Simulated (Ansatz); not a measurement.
`BN[SiH](F)F`. Total charge 0; spin multiplicity 1. All single points use the PBE0-D4/def2-TZVP geometry. It is one conformer, not always the lowest.

```xyz
9

B     0.912   -0.587    1.121
N     0.084    0.383    0.532
Si   -0.657    0.227   -1.005
F    -2.233    0.304   -0.861
F    -0.261    1.459   -1.920
H     1.381   -0.387    2.202
H     1.130   -1.598    0.520
H    -0.087    1.230    1.058
H    -0.270   -1.032   -1.648
```

What is the dipole moment at ωB97M-V/def2-TZVPP? (Estimate.)

Ansatz gave: 0.90 D, with components (0.40, 0.15, 0.79) D in this frame, pointing from negative to positive charge.

And with PBE, r2SCAN, B3LYP? (An estimate is asked.)

Computed: PBE 0.80 D, r2SCAN 0.86 D, B3LYP 0.89 D.

Give the Mulliken charges with ωB97M-V, B3LYP, PBE in def2-TZVPP. (Estimate.)

The calculation gave: 
```csv
atom,ωB97M-V,B3LYP,PBE
B1,-0.15,-0.11,-0.12
N2,-0.20,-0.18,-0.12
Si3,0.74,0.79,0.68
F4,-0.29,-0.30,-0.26
F5,-0.29,-0.30,-0.26
H6,0.06,0.02,0.00
H7,0.06,0.02,0.00
H8,0.12,0.14,0.16
H9,-0.03,-0.08,-0.08
```

B3LYP here is the variant with VWN-RPA as its local correlation; programs differ in this.
